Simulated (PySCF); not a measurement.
# Br²⁺: ionisation energy

Br²⁺ [Ar] 3d10 4s2 4p3 (4S) → Br³⁺ [Ar] 3d10 4s2 4p2 (3P), as a difference of total energies. Calculation: PySCF 2.14, in x2c-SVPall (5s4p3d, 32 functions); scalar relativity by spin-free X2C-1e. Correlated levels: valence: [Ar] 3d10 frozen. The calculations carry no spin-orbit coupling.

| method | ionisation energy (eV) |
| --- | --- |
| UHF | 34.606 |
| BP86 | 35.192 |
| M06-2X | 35.011 |
| MP2 (valence) | 34.978 |
| SCS-MP2 (valence) | 34.843 |
| CCSD (valence) | 34.923 |
| CCSD(T) (valence) | 34.927 |

Problem. How much does correlation contribute at CCSD(T) (valence)?

Solution. 34.927 − (34.606) = 0.321 eV, measured against UHF.

The reference lies between the lowest fine-structure levels, while these numbers refer to the centres of the terms.

Errors of the correlated levels include the incompleteness of this basis and the frozen core.

For comparison: 34.871 ± 0.019 eV (measured; NIST Atomic Spectra Database, ionization energies).
